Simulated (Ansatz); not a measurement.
Consider the formal loss of a carbene: `[CH3][Al]([OH])[SiH2]O` → `[CH2]` (triplet) + `[OH][AlH][SiH2]O`.

Calculated with Ansatz (gas phase, PBE0-D4/def2-TZVP geometries, no zero-point term in ΔE). CCSD(T)/CBS adds triple-zeta CCSD(T) − MP2 to the extrapolated MP2 energy (def2 sets, frozen cores). This one scheme is used for every species. DFT in def2-TZVPP. B3LYP here is the variant with VWN-RPA as its local correlation; programs differ in this. Triplets are unrestricted, without spin–orbit coupling. Each species was taken in one conformer, which may not be the lowest.

CCSD(T)/CBS gives +115.4 kcal/mol.

(1) Another level gave +117.2 kcal/mol. Which?
A. PBE-D4/def2-TZVPP
B. r2SCAN-D4/def2-TZVPP
C. PBE0-D4/def2-TZVPP
D. B3LYP-D4/def2-TZVPP

Largest T1 diagnostic among the species: 0.013.

## Answers

(1) A. PBE-D4 117.2, PBE0-D4 114.9, r2SCAN-D4 110.9, B3LYP-D4 113.6 kcal/mol.

From PBE to PBE0 (25 % exact exchange), in def2-TZVPP and without D4, ΔE moves by −2.1 kcal/mol. In def2-TZVPP, CCSD(T) changes the Hartree–Fock value by +34.1 kcal/mol (the triples alone add +2.8 kcal/mol) and MP2 by +37.5 kcal/mol.
